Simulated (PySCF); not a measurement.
GeMe4, C4H12Ge.
Atom-mapped SMILES: `[CH3:1][Ge:2]([CH3:3])([CH3:4])[CH3:5]` (hydrogens: H6, H7, H8 on C1; H9, H10, H11 on C3; H12, H13, H14 on C4; H15, H16, H17 on C5)

Level of theory: PBE0-D3(BJ)/def2-TZVP geometry optimisation, gas phase (PySCF).

What internal coordinates does the optimisation give?

| bond | length (pm) |
| --- | --- |
| C1–Ge2 and 3 like bonds | 195.8 |
| C1–H6 and 11 like bonds | 109.2 |

Bonds in one row agree within 1 pm and their mean is given. A selection of angles:
| angle | degrees |
| --- | --- |
| Ge2–C1–H6 | 110.5 |
| H6–C1–H7 | 108.2 |
| C1–Ge2–C3 | 109.4 |

All 4 C–Ge bonds measure 1.958 to 1.959 Å. Ge2 (germanium bonded to 4 C) is tetrahedral (angles from 109.3° to 109.7°).

Point group: near Td, missed by 0.18 Å at most; the miss may be what the optimiser left on a soft mode (C2 holds within 0.08 Å). No PBE0-D3(BJ)/def2-TZVP frequencies stand behind this structure, so it isn't proved a minimum.

Time: 3.0 min of wall time; peak memory 1.4 GiB. Hardware: Intel Xeon at 2.30 GHz, one thread (shared host). This is the geometry optimisation.
